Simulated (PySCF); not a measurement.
# Working out the excitation energy of P⁺

P⁺ [Ne] 3s2 3p2 (3P) → P⁺ [Ne] 3s1 3p3 (5S). Calculation: PySCF 2.14, in aug-cc-pV(D+d)Z (5s4p3d, 32 functions); no relativity, point nucleus. Frozen: [Ne]. Energies in hartree (1 hartree = 27.21139 eV):

| part | P⁺ (lower) | P⁺ (upper) |
| --- | --- | --- |
| UHF | -340.344823 | -340.200461 |
| CCSD correlation | -0.073022 | -0.025792 |
| (T) | -0.001143 | -0.000110 |

Q: What does Hartree-Fock give?

A: (-340.200461) − (-340.344823) = 0.144362 hartree = 3.928 eV.

Q: What do CCSD and CCSD(T) give?

A: The CCSD correlation energies differ by 0.047230 hartree = 1.285 eV and the triples by 0.001033 hartree = 0.028 eV, so CCSD gives 5.213 eV and CCSD(T) 5.241 eV.

Measured between the centres of the two terms (NIST): 5.627 eV, so CCSD(T) (valence) is off by -0.386 eV.

What remains against the reference includes basis incompleteness, the frozen core and higher excitations.
